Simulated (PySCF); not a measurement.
**Broadened absorption spectrum of C2H6OSi**

Compound: C2H6OSi.
Numbering: `[CH3:1][SiH2:2][CH:3]=[O:4]` (hydrogens: H5, H6, H7 on C1; H8, H9 on Si2; H10 on C3)

Method used: TDDFT B3LYP/def2-SVPD, vertical, gas phase, core orbitals frozen in the response in PySCF. Isolated species at its PBE0-D3(BJ)/def2-SVP geometry (one conformer only). Torsions of this conformer, `[CH3:1][SiH2:2][CH:3]=[O:4]`: C1–Si2–C3–O4 -1°.

Each state is given a Gaussian of 0.25 eV full width at half maximum, with ε(max) = 2.175×10⁸ f / Δν̃ (Δν̃ the width in cm⁻¹). The width is an assumption, not a result. The curve ends short of the highest state used, and states not computed would add to its high-energy end.

```tsv
E (eV)	ε (L mol⁻¹ cm⁻¹)
2.88	0
2.98	2
3.07	13
3.17	43
3.27	56
3.37	30
3.47	7
3.57	1
3.67	0
3.77	0
3.87	0
3.97	0
4.07	0
4.17	0
4.27	0
4.37	0
4.47	0
4.57	0
4.67	0
4.77	0
4.87	0
4.97	0
5.07	0
5.17	0
5.26	0
5.36	0
5.46	0
5.56	0
5.66	2
5.76	32
5.86	177
5.96	436
6.06	849
6.16	2549
6.26	5026
6.36	4370
6.46	1708
6.56	422
6.66	535
6.76	1504
6.86	2158
6.96	3560
7.06	10101
7.16	15923
```

(1) Where are the band maxima, and which computed states make them?

(2) Coming from long wavelengths, where does ε first pass 100 L mol⁻¹ cm⁻¹?

(3) On this curve, what absorbance would a 10⁻⁵ mol/L sample give at 193 nm over a 1 cm path?

(4) Does any computed singlet lie in the visible range?

Results:

(1) 381 nm (3.25 eV), ε about 57, made up of S1 (100%); 197 nm (6.29 eV), ε about 5300, made up of S3 (99%) (ε in L mol⁻¹ cm⁻¹; maxima over ε = 5, shares over 10%). At its high-energy end, 7.16 eV, the curve is still rising (ε about 16000, from S6). The states used: S1 3.25 eV (f 0.0005); S2 6.00 eV (f 0.0040); S3 6.29 eV (f 0.048); S4 6.46 eV (f 0.0021); S5 6.84 eV (f 0.018); S6 7.16 eV (f 0.144); S7 7.40 eV (f 0.046); S8 7.64 eV (f 0.0046); S9 7.74 eV (f 0.0034); S10 7.76 eV (f 0.069).

(2) At about 213 nm (5.82 eV), 2.57 eV above S1.

(3) 193 nm is 6.424 eV, where ε is about 2600 L mol⁻¹ cm⁻¹, so A = ε c l ≈ 0.026 (Beer–Lambert, with the gas-phase spectrum and the assumed width).

(4) S1 lies in the visible range (380 to 750 nm), at 381 nm, f = 0.0005; light of that wavelength is violet, and its complementary colour is yellow-green; a Tamm–Dancoff triplet lies at 482 nm, without intensity as long as spin–orbit coupling is left out.

All these states lie below the vertical ionisation energy of 9.40 eV (ΔSCF).

Hardware: one thread of an Arm Neoverse V1, shared host. Cost: 26 s of wall time.
